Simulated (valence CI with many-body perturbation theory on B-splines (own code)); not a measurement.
The numbers below are computed, except where a source is named.
# Hyperfine factors and g values of Gd⁵⁹⁺

Method: relativistic CI+MBPT: three valence electrons over a frozen Dirac-Fock core [He], a basis of 11 s, 11 p, 10 d, 8 f, 5 g, 2 h functions for each j, with the one-electron correlation potential Σ1, the two-electron term Σ2, the three-electron term Σ3, Breit, model QED; selected CI, second order for the rest, scaled by the run's own slope (own B-spline code, finite nucleus).

The last digits are not significant, and no measured levels were compared; by estimate large intervals hold to a few tenths of a per cent, small ones and those within an open d or f shell to about a per cent.

A/g_I is the dipole constant over the nuclear g factor μ/I (μ in nuclear magnetons, uniformly magnetised nucleus), B/Q the quadrupole constant per barn. Both hold the static response of the core; the bare values leave it out. Large factors of s and p1/2 electrons are usually good to 5 to 10 %; those of open d and f shells near neutrality can be off by tens of per cent, and small factors of p3/2, d and f electrons come from cancelling terms and can be off by a factor of two or in sign, in half-filled shells by more. B is blank for J = 1/2, where it vanishes, and for nearly pure S terms. Energies count from the lowest level.

Levels are named by their leading jj configuration (3d3/2^4 stands for four electrons in 3d with j = 3/2), which in mixed levels can hold well under half, so a name can repeat and another be missing. Letters in brackets count levels of one name in rising energy.

```csv
Level,E (Ry),g,A/g_I (MHz),A/g_I bare,B/Q (MHz/b),B/Q bare
(2s^2 2p1/2) J=1/2,0.00,0.629,4040000,4020000,,
(2s 2p1/2^2) J=1/2,15.65,2.084,1.23e+07,1.21e+07,,
(2s^2 2p3/2) J=3/2,55.84,1.307,535000,547000,1040000,1040000
(2s 2p1/2 2p3/2) J=3/2 [a],66.77,1.635,3040000,3030000,818000,820000
(2s 2p1/2 2p3/2) J=5/2,69.49,1.325,3600000,3580000,836000,837000
(2s 2p1/2 2p3/2) J=1/2,73.89,1.253,-4440000,-4360000,,
(2s 2p1/2 2p3/2) J=3/2 [b],74.01,0.973,41200,66400,570000,570000
(2p1/2^2 2p3/2) J=3/2,90.44,1.330,492000,518000,990000,992000
(2s 2p3/2^2) J=5/2,123.93,1.417,2930000,2910000,200000,200000
(2s 2p3/2^2) J=1/2,130.61,1.910,1.25e+07,1.23e+07,,
(2s 2p3/2^2) J=3/2,130.67,1.178,-1850000,-1800000,-149000,-149000
(2p1/2 2p3/2^2) J=3/2,143.31,1.438,-199000,-164000,77200,77300
(2p1/2 2p3/2^2) J=5/2,144.91,1.171,1220000,1230000,-3520,-3530
(2p1/2 2p3/2^2) J=1/2,148.39,0.629,4050000,4020000,,
(2p3/2^3) J=3/2,201.92,1.288,520000,543000,-1070000,-1070000
(2s^2 3s) J=1/2,558.80,1.987,3670000,3630000,,
(2s^2 3p1/2) J=1/2,564.09,0.665,1210000,1200000,,
(2s 2p1/2 3s) J=1/2 [a],569.27,2.360,7010000,6930000,,
(2s 2p1/2 3s) J=3/2,570.98,1.544,6650000,6580000,-106000,-106000
(2s 2p1/2 3s) J=1/2 [b],572.86,0.719,6390000,6340000,,
(2s 2p1/2 3p1/2) J=1/2 [a],573.73,0.267,-744000,-721000,,
(2s 2p1/2 3p1/2) J=3/2,575.54,1.102,5890000,5830000,-108000,-108000
(2s 2p1/2 3p1/2) J=1/2 [b],578.19,1.943,1.25e+07,1.24e+07,,
(2s^2 3p3/2) J=3/2,580.65,1.326,227000,230000,303000,304000
(2s^2 3d3/2) J=3/2,584.36,0.791,120000,120000,56100,56600
(2p1/2^2 3s) J=1/2,588.00,1.909,2600000,2580000,,
(2s^2 3d5/2) J=5/2,588.86,1.192,109000,109000,82900,83500
(2s 2p1/2 3p3/2) J=3/2 [a],590.97,1.395,611000,609000,304000,305000
(2p1/2^2 3p1/2) J=1/2,592.42,0.634,807000,804000,,
(2s 2p1/2 3p3/2) J=5/2,593.04,1.323,3320000,3290000,189000,190000
(2s 2p1/2 3p3/2) J=3/2 [b],593.24,1.245,1870000,1850000,150000,150000
(2s 2p1/2 3d3/2) J=3/2 [a],593.88,0.565,-1070000,-1060000,65500,66000
(2s 2p1/2 3p3/2) J=1/2,593.91,1.397,-4270000,-4210000,,
(2s 2p1/2 3d3/2) J=5/2,595.83,1.017,3250000,3210000,-38300,-37900
(2s 2p1/2 3d3/2) J=3/2 [b],597.05,1.185,3280000,3240000,86300,86500
(2s 2p1/2 3d3/2) J=1/2,597.50,0.439,-4930000,-4880000,,
(2s 2p1/2 3d5/2) J=5/2 [a],599.22,1.313,872000,861000,67100,67700
(2s 2p1/2 3d5/2) J=7/2,601.04,1.230,2390000,2370000,-51200,-50700
(2s 2p1/2 3d5/2) J=5/2 [b],601.85,1.067,262000,263000,151000,152000
(2s 2p1/2 3d5/2) J=3/2,601.88,1.098,-3040000,-3010000,26600,26900
```

**Question.** Take the isotope of mass number 155, with I = 3/2, μ = -0.2591 μN and Q = 1.27 b. What is the hyperfine structure of (2s 2p1/2 2p3/2) J=1/2?

**Answer.** From the table A = 767000 MHz. Shifts from the centre of gravity in MHz: F = 1: -959000, F = 2: 575000.
